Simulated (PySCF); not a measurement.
Screening by computed properties: pick the candidate that meets the target.

Each SMILES stands for a single optimised conformer of the isolated species, non-relativistic unless stated. Electronic properties by PySCF.

The conformers computed, where there is a choice (atom-mapped SMILES and torsion angles):
- `[CH2:1]=[C:2]([CH3:3])[SiH2:4][NH:5][CH:6]=[O:7]`: C1–C2–Si4–N5 13°, C2–Si4–N5–C6 -178°, Si4–N5–C6–O7 0°
- `[SiH3:1][O:2][SiH2:3][CH:4]1[CH2:5][CH2:6]1`: O2–Si3–C4–C5 35°
- `[F:1][CH2:2][O:3][C@@H:4]1[CH:5]=[CH:6][C@H:7]1[F:8]`: F1–C2–O3–C4 70°, C2–O3–C4–C5 -177°
- `[F:1][CH2:2][O:3][C:4]1=[CH:5][CH2:6][C@H:7]1[F:8]`: F1–C2–O3–C4 -72°, C2–O3–C4–C5 176°

(1) Wanted: HOMO–LUMO gap below 10 eV (CAM-B3LYP/def2-SVPD) and smallest rotational constant above 1 GHz (GFN2-xTB), at GFN2-xTB geometries. Which candidate meets both?
A. `C(C)([SiH2]NC=O)=C`
B. `FCO[C@H]1[C@H](F)C=C1`
C. `FCOC1=CC[C@H]1F`
D. `[SiH3]O[SiH2]C1CC1`

(2) Wanted: HOMO energy between -9.6 eV and -8.8 eV (CAM-B3LYP/def2-SVPD) and lowest triplet excitation (Tamm–Dancoff) below 4.4 eV (TDA CAM-B3LYP/def2-SVPD), at GFN2-xTB geometries. Which candidate meets both?
A. `[SiH3]O[SiH2]C1CC1`
B. `C(C)([SiH2]NC=O)=C`
C. `FCOC1=CC[C@H]1F`
D. `FCO[C@H]1[C@H](F)C=C1`

(3) Wanted: electronic spatial extent ⟨r²⟩ about the centre of nuclear charge below 1050 bohr² (CAM-B3LYP/def2-SVPD) and lowest singlet excitation above 6.7 eV (TDDFT CAM-B3LYP/def2-SVPD), at GFN2-xTB geometries. Which candidate meets both?
A. `[SiH3]O[SiH2]C1CC1`
B. `FCO[C@H]1[C@H](F)C=C1`
C. `FCOC1=CC[C@H]1F`
D. `C(C)([SiH2]NC=O)=C`

Answers

(1) C. Computed values:
```
              species  HOMO–LUMO gap  smallest rotational constant
      FCOC1=CC[C@H]1F        9.46 eV                     1.258 GHz
   C(C)([SiH2]NC=O)=C        9.86 eV                     0.960 GHz
FCO[C@H]1[C@H](F)C=C1       10.21 eV                     1.099 GHz
   [SiH3]O[SiH2]C1CC1       10.32 eV                     1.160 GHz
```

(2) B. Computed values:
| species | HOMO energy | lowest triplet excitation (Tamm–Dancoff) |
| --- | --- | --- |
| FCO[C@H]1[C@H](F)C=C1 | -9.71 eV | 4.44 eV |
| [SiH3]O[SiH2]C1CC1 | -9.41 eV | 6.95 eV |
| C(C)([SiH2]NC=O)=C | -9.10 eV | 4.28 eV |
| FCOC1=CC[C@H]1F | -8.53 eV | 4.18 eV |

(3) B. Computed values:
```csv
species,electronic spatial extent ⟨r²⟩ about the centre of nuclear charge,lowest singlet excitation
FCOC1=CC[C@H]1F,943 bohr²,6.55 eV
FCO[C@H]1[C@H](F)C=C1,1020 bohr²,6.78 eV
[SiH3]O[SiH2]C1CC1,1082 bohr²,7.24 eV
C(C)([SiH2]NC=O)=C,1202 bohr²,5.71 eV
```
